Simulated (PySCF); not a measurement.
PbCl: frontier orbitals

r²SCAN at R = 2.520 Å; Pb def2-SVPD with ECP60, Cl def2-SVPD; scalar-relativistic core potentials (PySCF 2.14). State: ²Π (doublet), unpaired electrons π ↑. Only the outer orbitals are listed, counted within each symmetry, core potentials removing the inner ones.

```
spin  orbital  occ.  ε (eV)  on Pb (%)            main shells (%)
   α       7σ     1  -19.82          7                    92 Cl s
   α       8σ     1  -13.27         85           85 Pb s, 10 Cl p
   α       9σ     1   -8.03         27   73 Cl p, 17 Pb p, 8 Pb s
   α       4π     1   -7.57          5                    94 Cl p
   α       4π     1   -7.51          7                    92 Cl p
   α       5π     1   -4.30         94                    93 Pb p
   α       5π     0   -3.81         95                    94 Pb p
   α      10σ     0   -1.69         83           73 Pb p, 14 Cl p
   β       7σ     1  -19.76          7                    93 Cl s
   β       8σ     1  -12.66         83           82 Pb s, 12 Cl p
   β       9σ     1   -7.93         27  73 Cl p, 16 Pb p, 11 Pb s
   β       4π     1   -7.56          4                    96 Cl p
   β       4π     1   -7.37          3                    97 Cl p
   β       5π     0   -3.34         95                    95 Pb p
   β       5π     0   -2.39         95                    95 Pb p
   β      10σ     0   -1.18         79           70 Pb p, 13 Cl p
```

Which are the highest filled and the lowest empty level, where do they sit, and how wide is the gap?

Highest filled α 5π at -4.30 eV (in %: 93 Pb p); lowest empty α 5π at -3.81 eV (in %: 94 Pb p); the gap at r²SCAN is 0.49 eV. Both belong to one degenerate shell, split only by its one-sided filling, so this is no excitation gap.

- bond order (Mayer): 0.77
- ⟨S²⟩: 0.754
- charge on Pb (Mulliken, basis-dependent): 0.63
- charge on Pb (Löwdin, basis-dependent): 0.48
- dipole moment (positive dipole means Pb(−)Cl(+)): -3.89 D

Spin–orbit coupling is left out, which matters for elements this heavy, above all for dissociation energies. The state is the lowest determinant that a PBE0 search found; another state may lie lower at other levels.
